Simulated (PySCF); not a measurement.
A PySCF script (with the pyscf-properties extension) for the NMR shieldings of SMILES C=CCP(C)N(C)C, C₆H₁₄NP, on a GFN2-xTB geometry:

```python
import basis_set_exchange as bse
import numpy as np
from pyscf import gto, dft
from pyscf.prop import nmr

atoms = """
C     3.403025    0.215135   -0.100881
C     2.500753   -0.593147    0.427652
C     1.150016   -0.170322    0.877729
P    -0.186839   -0.920333   -0.217236
C     0.318958   -0.051793   -1.772875
N    -1.448458    0.199194    0.254767
C    -2.570488    0.281703   -0.665511
C    -1.948656    0.001476    1.605499
H     3.214490    1.268564   -0.231094
H     4.369268   -0.138929   -0.417641
H     2.720452   -1.646958    0.546863
H     1.033585    0.915730    0.855924
H     0.985225   -0.534953    1.895400
H    -0.282509   -0.386607   -2.615674
H     0.223807    1.025583   -1.647079
H     1.356930   -0.310352   -1.974299
H    -2.212472    0.398267   -1.684665
H    -3.228100   -0.595540   -0.620659
H    -3.162993    1.161741   -0.404957
H    -2.530968    0.881298    1.888372
H    -1.120231   -0.100219    2.302159
H    -2.595207   -0.880154    1.697358
"""
names = dict.fromkeys(["C", "P", "N", "H"], "pcSseg-1")
basis = {el: gto.basis.parse(bse.get_basis(n, elements=[el], fmt="nwchem")) for el, n in names.items()}
mol = gto.M(atom=atoms, basis=basis, charge=0, verbose=0)
mf = dft.RKS(mol, xc="PBE0")
mf.grids.level = 2
mf.grids.alignment = dft.numint.BLKSIZE   # the property module wants whole blocks of grid points
mf.conv_tol = 1e-9
mf.kernel()

calc = nmr.RKS(mf)   # GIAO
C = mf.mo_coeff
Co = C[:, mf.mo_occ > 0]
resp = mf.gen_response(singlet=True, hermi=2)
def vind(x):   # induced exchange potential for any number of trial vectors
    d = np.einsum("pi,xij,qj->xpq", C, 2 * x.reshape(-1, C.shape[1], Co.shape[1]), Co, optimize=True)
    return np.einsum("xpq,pi,qj->xij", resp(d - d.transpose(0, 2, 1)), C, Co, optimize=True).ravel()
mo1, _ = nmr.rhf.solve_mo1(calc, with_cphf=vind)
sigma = calc.kernel(mo1)
for i, s in enumerate(sigma):   # ppm
    print("%2d %-2s %9.2f" % (i, mol.atom_pure_symbol(i), np.trace(s) / 3))
```

Task: What are the results?

Result: 
```
 0 C      62.85
 1 C      43.40
 2 C     139.61
 3 P     278.43
 4 C     168.38
 5 N     225.49
 6 C     143.73
 7 C     144.42
 8 H      26.23
 9 H      26.30
10 H      25.68
11 H      29.65
12 H      28.49
13 H      30.31
14 H      30.91
15 H      30.22
16 H      29.17
17 H      29.83
18 H      29.18
19 H      29.22
20 H      29.12
21 H      29.80
```

These numbers come from an equivalent density-fitted implementation of the same equations, which agrees with the script to about 0.01 ppm for H and up to a few tenths of a ppm for heavy atoms, so last digits may differ.

Size and cost of the density-fitted run: 213 basis functions, 42 s wall time on 1 thread of an Arm Neoverse V2, shared host; peak memory 1 GiB.
